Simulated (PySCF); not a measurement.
# Dipole moment and polarisability of `N#C[SiH]1CCCC1`

Species: C5H9NSi.
Geometry (GFN2-xTB, Å), atoms numbered from 1 in this order:
```xyz
16
C5H9NSi angstrom
N      3.5058    1.1484    0.8049
C      2.5797    0.8352    0.2076
Si     1.0705    0.3238   -0.7697
C      0.3953   -1.3411   -0.1333
C     -1.0944   -1.0686    0.1010
C     -1.2375    0.3397    0.6738
C     -0.4699    1.3087   -0.2327
H      1.4224    0.4029   -2.1890
H      0.5371   -2.1756   -0.8176
H      0.8712   -1.6201    0.8087
H     -1.5327   -1.8101    0.7720
H     -1.6267   -1.1226   -0.8517
H     -0.8044    0.3617    1.6768
H     -2.2882    0.6242    0.7565
H     -1.0783    1.5593   -1.1027
H     -0.2577    2.2430    0.2839
```

Level: wB97X-D/def2-SVPD (PySCF), static field, nuclei fixed, core orbitals frozen in the response. The polarisability tensor in these axes (au):

```
x   96.95  6.63  1.37
y    6.63 79.31  0.94
z    1.37  0.94 75.04
```

Question: Diagonalise the tensor; give its mean and Δα, where Δα² is half the sum of the squared differences of the eigenvalues.

Answer: Principal values 74.84, 77.19 and 99.27 au; mean 83.77 au = 12.41 Å³ = 13.81 × 10⁻⁴⁰ C²·m²/J; Δα = 23.35 au (28 % of the mean).

Question: What is the dipole moment, and where does it point?

Answer: (-3.82, -1.27, -1.52) D, 4.30 D in size, pointing from the negative to the positive side. Measured along this direction, the outermost atoms are N1 at the negative end and H12 at the positive end.

Question: Orientational against electronic polarisability at 350 K (dilute gas, rigid molecules)?

Answer: In Gaussian units μ²/3kT = 127.70 Å³ against 12.41 Å³, a ratio of 10.29; the Debye molar polarisation (4π/3)N_A(α + μ²/3kT) is 353.4 cm³/mol, leaving out the vibrational part.

Question: Find the Langevin capture rate constant for NH4+ (18.034 u) meeting this molecule (111.050 u), k = 2.342 × 10⁻⁹ cm³/s × √(α in Å³ / reduced mass in u).

Answer: The reduced mass is 15.51 u, so k = 2.09 × 10⁻⁹ cm³/s. The formula leaves out the permanent dipole, which adds to the capture rate.

Question: Directions of the eigenvectors, and the extent of the frame along each?

Answer: Largest value along (0.95, 0.32, 0.07), where the nuclei span 5.71 Å; middle along (-0.32, 0.93, 0.20), 4.56 Å; least along (0.00, -0.21, 0.98), 3.79 Å. The response follows the extents in order.

Question: Form Σ f/ω² (atomic units) for the 8 lowest TDDFT singlets, given as eV and f, and set it beside the mean polarisability, which is this sum over all singlets: 7.08, 0.0014; 7.32, 0.0694; 7.37, 0.0167; 7.98, 0.0035; 8.03, 0.1664; 8.18, 0.0114; 8.28, 0.0315; 8.30, 0.0134.

Answer: They add up to 3.77 au, 4.5 % of the 83.77 au; the largest single term is 1.91 au, from the state at 8.03 eV. Terms in order: 0.02, 0.96, 0.23, 0.04, 1.91, 0.13, 0.34, 0.14 au. Higher excitations give the rest. The strengths listed sum to 0.314.

Question: Traceless (Buckingham) quadrupole moment about the centre of nuclear charge: eigenvalues?

Answer: -15.26, 7.38, 7.88 D·Å. The values depend on the origin, since the dipole doesn't vanish. The electronic extent ⟨r²⟩ about the same centre is 993 bohr², a root-mean-square distance of 2.15 Å for the 60 electrons.

Isolated species at its GFN2-xTB geometry (one conformer only).
